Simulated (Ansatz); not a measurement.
`N[SiH](Cl)BF` + SiH₄ → `N[SiH]([SiH3])BF` + HCl  (formal exchange of groups at the Si–Cl bond)

Isolated molecules relaxed with PBE0-D4/def2-TZVP in Ansatz; ΔE leaves out vibrations. CCSD(T)/CBS adds triple-zeta CCSD(T) − MP2 to the extrapolated MP2 energy (def2 sets, frozen cores). This one scheme is used for every species. Each species was taken in one conformer, which may not be the lowest.

`N[SiH](Cl)BF`:

Z-matrix (Å, degrees):
```
Si
Cl 1 2.090
B 1 2.029 2 102.0
N 1 1.702 2 115.3 3 -119.9
H 1 1.482 2 104.8 3 121.6
F 3 1.323 1 118.8 2 -101.2
H 3 1.201 1 124.6 2 76.0
H 4 1.008 1 120.3 2 75.2
H 4 1.007 1 121.5 2 -73.6
```

SiH₄:

Cartesian coordinates in Å:
```
Si 0.000 0.000 0.000
H 1.477 -0.113 0.096
H -0.353 1.083 -0.952
H -0.560 0.315 1.338
H -0.564 -1.286 -0.482
```

`N[SiH]([SiH3])BF`:

Cartesian coordinates in Å:
```
N 1.262 1.487 -0.132
Si 0.427 0.033 -0.539
Si -1.881 0.060 -0.056
B 1.217 -1.525 0.483
F 2.035 -1.300 1.502
H 0.924 2.389 -0.422
H 1.738 1.543 0.754
H 0.526 -0.236 -2.005
H -2.528 1.241 -0.694
H -2.118 0.153 1.413
H -2.555 -1.169 -0.561
H 0.953 -2.677 0.257
```

HCl:

```xyz
2

Cl   -0.104   -0.287    0.562
H     0.104    0.287   -0.562
```

```tsv
species	CCSD(T)/CBS(def2) energy (Eh)
`N[SiH](Cl)BF`	-930.67315
SiH₄	-291.46306
`N[SiH]([SiH3])BF`	-761.71117
HCl	-460.38127
```

Q: Work out ΔE.

A: ΔE = (-761.71117) + (-460.38127) − (-930.67315) − (-291.46306) = 0.04377 Eh = +114.9 kJ/mol.

Largest T1 diagnostic among the species: 0.014.

From PBE to PBE0 (25 % exact exchange), in def2-TZVPP and without D4, ΔE moves by +5.6 kJ/mol. In def2-TZVPP, CCSD(T) changes the Hartree–Fock value by −23.8 kJ/mol (the triples alone add −2.2 kJ/mol) and MP2 by −13.8 kJ/mol.
